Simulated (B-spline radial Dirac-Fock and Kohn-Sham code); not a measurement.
## Yb²⁹⁺: eigenvalues, ΔSCF and the reference

System: the Yb²⁹⁺ ion, 1s2 2s2 2p6 3s2 3p6 3d10 4s2 4p6 4d5.

The density-functional columns are spherical, spin-unpolarised Dirac-Kohn-Sham results without Breit or QED terms: −ε is minus the orbital energy of the initial state and ΔSCF the difference of two total energies. The reference in the last column comes from Dirac-Fock ΔSCF + Breit + QED. All numbers are from an atomic code on a B-spline grid, in eV; a selection of levels is shown. The Kohn-Sham columns are given as differences from the reference. For the 1s level of heavy atoms much of the gap between ΔSCF and the reference is the Breit and QED part, -290.9 eV here; for other levels the error of the functional can be larger.

| level | LDA −ε − DF | LDA ΔSCF − DF | Dirac-Fock |
| --- | --- | --- | --- |
| 1s | -259.6 | +277.3 | 62411.5 |
| 2s | -176.0 | -59.9 | 11583.8 |
| 2p1/2 | -132.6 | +9.9 | 11067.0 |
| 2p3/2 | -143.3 | -15.8 | 10032.3 |
| 3s | -97.6 | -49.9 | 3474.2 |
| 3p1/2 | -80.7 | -30.7 | 3249.5 |
| 3p3/2 | -79.3 | -32.1 | 3023.0 |
| 3d3/2 | -56.2 | -2.8 | 2647.3 |
| 3d5/2 | -57.2 | -4.8 | 2599.0 |
| 4s | -41.8 | -16.8 | 1441.3 |
| 4p1/2 | -29.6 | -4.6 | 1342.2 |
| 4p3/2 | -30.0 | -6.0 | 1278.1 |
| 4d | -21.7 | +2.3 | 1118.6 |

Values without a named source are computed, but for edge energies of neutral atoms, which are taken from tables.
